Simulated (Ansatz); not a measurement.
Basis-set series for `OB1SC1F`. Total charge 0; spin multiplicity 1. The geometry is a stationary point of PBE0-D4/def2-TZVP. It is one conformer, not always the lowest.

| functional | basis | functions | energy (Eh) | HOMO (eV) | LUMO (eV) |
| --- | --- | --- | --- | --- | --- |
| PBE0-D4 | def2-SVP | 84 | -636.76460 | -7.75 | -0.26 |
| PBE0-D4 | def2-TZVPP | 194 | -637.18525 | -7.87 | -0.56 |
| ωB97M-V | def2-SVP | 84 | -637.05841 | -9.89 | 1.94 |
| ωB97M-V | def2-TZVPP | 194 | -637.48403 | -10.04 | 1.41 |

(1) Give the rows for def2-QZVPP. (An estimate is asked.)

Answers

(1) Ansatz gave: 
```csv
functional,basis,functions,energy (Eh),HOMO (eV),LUMO (eV)
PBE0-D4,def2-QZVPP,358,-637.20999,-7.90,-0.64
ωB97M-V,def2-QZVPP,358,-637.50732,-10.08,1.02
```

Positive LUMOs are unbound and depend on the basis.
